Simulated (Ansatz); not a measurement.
Name a neutral molecule of C, Ge, Si and H with HOMO energy (ωB97M-V/def2-TZVPP) between -8.95 and -8.65 eV and size of the dipole moment (B3LYP/def2-TZVPP) between 0.40 and 0.70 D (Ansatz, PBE0-D4/def2-TZVP geometry).

`[GeH3][CH]1[SiH2][SiH2]1` (-8.75 eV, 0.61 D); `[SiH3][C]1=[CH][GeH2]1` (-8.78 eV, 0.50 D); `C=[C]1[SiH2][GeH2]1` (-8.82 eV, 0.46 D). Other molecules can fit too; these were computed, each in one conformer that needn't be the lowest.

B3LYP here is the variant with VWN-RPA as its local correlation; programs differ in this.
